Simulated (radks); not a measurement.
Results of a calculation; reference values are marked as such.
The mean radii <r> (bohr) of the occupied orbitals of an atom or ion are listed with their occupations. Level of theory: scalar-relativistic Kohn-Sham, PBE, spin-polarised, spherical densities, point nucleus (a radial shooting solver on a logarithmic mesh with Libxc functionals).

orbital  occ.      <r>
1s up       1  0.04275
1s down     1  0.04275
2s up       1   0.1895
2s down     1   0.1895
2p up       3   0.1654
2p down     3   0.1654
3s up       1   0.5514
3s down     1   0.5514
3p up       3   0.5642
3p down     3   0.5640
3d up       5   0.5908
3d down     5   0.5900
4s up       1    1.675
4s down     1    1.675
4p up       3    2.094
4p down     2    2.119

Name the element and its charge. Open shells, if any, are filled with parallel spins first.

Answer. Z = 35, bromine, charge 0: Br in [Ar] 3d10 4s2 4p5. The 1s radius gives Z: for a bare nucleus <r> = (2 gamma + 1)/(2Z) with gamma = sqrt(1 - (Z/c)^2), 0.04191 bohr for Z = 35, and screening makes it slightly larger (0.04275 here). The occupations add up to 35, and the charge is Z minus that.
